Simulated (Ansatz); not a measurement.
Gas-phase electronic energies from Ansatz, PBE0-D4/def2-TZVP geometries. CBS: MP2 limit from def2 TZ/QZ plus the TZ coupled-cluster correction, frozen cores. DFT in def2-TZVPP. B3LYP here is the variant with VWN-RPA as its local correlation; programs differ in this. def2 core potentials past Kr. For Ge, I outer-core shells are correlated without core-valence functions, which leaves a few kJ/mol of doubt a bond. Scalar relativity is left out up to krypton. One conformer a species, not always the lowest.

Reaction (redistribution): `CC[O][GeH3]` + `C[Si](F)(F)I` → `[GeH3][I]` + `CCO[Si](C)(F)F`

| level | ΔE (kcal/mol) | difference from CCSD(T)/CBS |
| --- | --- | --- |
| PBE-D4 | -22.0 | 1.7 |
| r2SCAN-D4 | -23.9 | -0.2 |
| ωB97X-V | -23.9 | -0.2 |
| ωB97M-V | -24.5 | -0.8 |
| B2PLYP | -24.2 | -0.5 |
| PBE | -22.0 | 1.7 |
| PBE0 | -24.0 | -0.3 |
| B3LYP | -24.9 | -1.2 |
| HF/def2-TZVPP | -28.2 | -4.5 |
| MP2/def2-TZVPP | -22.9 | 0.8 |
| SCS-MP2/def2-TZVPP | -23.2 | 0.5 |
| CCSD/def2-TZVPP | -24.8 | -1.1 |
| HF/def2-QZVPP | -28.3 | -4.6 |
| MP2/def2-QZVPP | -22.8 | 0.9 |
| SCS-MP2/def2-QZVPP | -23.2 | 0.5 |
| CCSD/CBS(def2) | -24.6 | -0.9 |
| CCSD(T)/CBS | -23.7 | 0 |

Largest T1 diagnostic among the species: 0.011.

In def2-TZVPP, CCSD(T) changes the Hartree–Fock value by +4.3 kcal/mol (the triples alone add +0.9 kcal/mol) and MP2 by +5.3 kcal/mol. From PBE to PBE0 (25 % exact exchange), in def2-TZVPP and without D4, ΔE moves by −2.0 kcal/mol.
